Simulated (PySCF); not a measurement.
# Trend along group 12: MTl cations

CCSD(T) with double-zeta basis sets in PySCF, for the lowest determinant that a PBE0 search found; no spin–orbit coupling. De refers to high-spin ground-configuration atoms (the charge goes to the atom of lower measured ionisation energy or higher electron affinity, which is not always the lowest computed limit).

| M | basis | reference, frozen orbitals | charged atom | state (unpaired electrons) | Re (Å) | ωe (cm⁻¹) | De (eV) |
| --- | --- | --- | --- | --- | --- | --- | --- |
| Zn | def2-SVP | RHF, 9 | Tl+ | singlet (closed shell) | 3.177 | 84.8 | n/a |
| Cd | def2-SVP | RHF, 4 | Tl+ | singlet (closed shell) | 3.314 | 64.6 | n/a |
| Hg | def2-SVP | RHF, 4 | Tl+ | singlet (closed shell) | 3.354 | 49.2 | n/a |

The shortest bond is that of TlZn⁺ (3.177 Å), the longest that of TlHg⁺ (3.354 Å).

Down a group the atoms grow and get heavier, so bonds lengthen and wavenumbers fall; this series shows no clear exception.

Correlated steps freeze the inner cores (4 to 9 orbitals); shallow outer-core shells are correlated. Spin–orbit coupling is left out.
